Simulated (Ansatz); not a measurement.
`C1OC[SiH2]1` and `CC1OC[SiH2]1` differ in one atom or group.

Ansatz, PBE0-D4/def2-TZVP geometries, multiplicity 1. 

```json
{"property": "HOMO energy (PBE0/def2-TZVPP) / eV", "`C1OC[SiH2]1`": "-7.28"}
{"property": "LUMO energy (B3LYP/def2-TZVPP) / eV", "`C1OC[SiH2]1`": "-0.32"}
{"property": "HOMO–LUMO gap (PBE/def2-TZVPP) / eV", "`C1OC[SiH2]1`": "4.82"}
{"property": "LUMO energy (PBE/def2-TZVPP) / eV", "`C1OC[SiH2]1`": "-0.91"}
{"property": "size of the dipole moment (ωB97M-V/def2-TZVPP) / D", "`C1OC[SiH2]1`": "1.52"}
{"property": "HOMO energy (PBE/def2-TZVPP) / eV", "`C1OC[SiH2]1`": "-5.72"}
```

Give the same properties after the change, and the shifts. (Estimate.)

Ansatz gave: 
```json
{"property": "HOMO energy (PBE0/def2-TZVPP) / eV", "`CC1OC[SiH2]1`": "-7.08", "shift": "0.20"}
{"property": "LUMO energy (B3LYP/def2-TZVPP) / eV", "`CC1OC[SiH2]1`": "-0.28", "shift": "0.04"}
{"property": "HOMO–LUMO gap (PBE/def2-TZVPP) / eV", "`CC1OC[SiH2]1`": "4.73", "shift": "-0.09"}
{"property": "LUMO energy (PBE/def2-TZVPP) / eV", "`CC1OC[SiH2]1`": "-0.87", "shift": "0.04"}
{"property": "size of the dipole moment (ωB97M-V/def2-TZVPP) / D", "`CC1OC[SiH2]1`": "1.40", "shift": "-0.12"}
{"property": "HOMO energy (PBE/def2-TZVPP) / eV", "`CC1OC[SiH2]1`": "-5.60", "shift": "0.12"}
```

Dipoles are sizes alone; their direction can turn.

B3LYP here is the variant with VWN-RPA as its local correlation; programs differ in this.
